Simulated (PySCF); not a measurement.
C₄H₂F₃O₂ (doublet state).
Z-matrix (Å and degrees, GFN2-xTB geometry), rows numbered from 1:
```
O 
C   1  1.1976
O   2  1.3217  1  124.58
C   3  1.3803  2  114.18  1     0.04
C   4  1.3031  3  121.27  2    -0.04
C   5  1.4628  4  135.66  3   179.98
F   6  1.3382  5  112.67  4   116.41
F   6  1.3645  5  112.23  4    -2.79
F   6  1.3376  5  112.76  4  -122.08
H   2  1.0992  1  125.02  3   179.96
H   4  1.0894  3  110.39  2   179.94
```

The hyperfine couplings belong to this conformer and change with its torsions.

The species is `FC(F)(F)/[C]=C/OC=O` [radical].

The calculation used UKS B3LYP, pcH-1 on C F H O, non-relativistic, mean-field spin-orbit, GIAO (PySCF 2.14.0). Geometry: GFN2-xTB, one conformer, isolated molecule. A GFN2-xTB geometry isn't a minimum of the functional, and hyperfine couplings can be far from their values at a DFT geometry. The SCF solution wasn't tested for stability.

**Question.** Match the computed a_iso(17O) values -81.2, +1.6 MHz with the sites O1; O3.

**Answer.** 
| site | a_iso (MHz) | ρ(0) (bohr⁻³) | position | distance from C5 (Å) | spin population | largest \|T\| (MHz) |
| --- | --- | --- | --- | --- | --- | --- |
| O1 | -81.2 | +0.1340 | 4 bonds from C5 | 2.27 | +0.11 | 51.2 |
| O3 | +1.6 | -0.0027 | 2 bonds from C5 | 2.34 | +0.02 | 13.4 |

**Question.** Match the computed a_iso(13C) values +422.2, -39.1, +14.9, -13.9 MHz with the sites C2; C4; C5; C6.

**Answer.** 
| site | a_iso (MHz) | ρ(0) (bohr⁻³) | position | distance from C5 (Å) | spin population | largest \|T\| (MHz) |
| --- | --- | --- | --- | --- | --- | --- |
| C2 | -13.9 | -0.0124 | 3 bonds from C5 | 2.60 | -0.03 | 4.3 |
| C4 | -39.1 | -0.0348 | 1 bond from C5 | 1.30 | -0.12 | 19.6 |
| C5 | +422.2 | +0.3756 | largest spin population | 0.00 | +0.89 | 135.4 |
| C6 | +14.9 | +0.0133 | 1 bond from C5 | 1.46 | 0.00 | 10.3 |

**Question.** The isotropic 1H couplings are +103.7, +43.7 MHz. Assign them to H10; H11.

**Answer.** 
| site | a_iso (MHz) | ρ(0) (bohr⁻³) | position | distance from C5 (Å) | bound to | spin population there | largest \|T\| (MHz) |
| --- | --- | --- | --- | --- | --- | --- | --- |
| H10 | +43.7 | +0.0098 | 4 bonds from C5 | 3.70 | C2 | -0.03 | 3.3 |
| H11 | +103.7 | +0.0232 | 2 bonds from C5, on C4 of spin population -0.12 | 2.16 | C4 | -0.12 | 6.3 |

ρ(0) is the spin density at the nucleus and T the dipolar tensor; entries for several nuclei are means. Largest spin populations (Mulliken): C5 (+0.89), C4 (-0.12) and O1 (+0.11). No atom but C5 exceeds +0.15. The positive populations add up to 1.15 and the negative ones to -0.15, together 2S = 1.

Examples of negative spin density at the nucleus (bohr⁻³): C4 (-0.0348), C2 (-0.0124) and O3 (-0.0027).

Nuclei that the bonding pattern makes equivalent are averaged, as if the motion that swaps them (rotation, inversion, ring flip) were fast. The three 19F nuclei of mean +55.0 MHz run from 5.3 to 150.3 MHz in the frozen geometry.
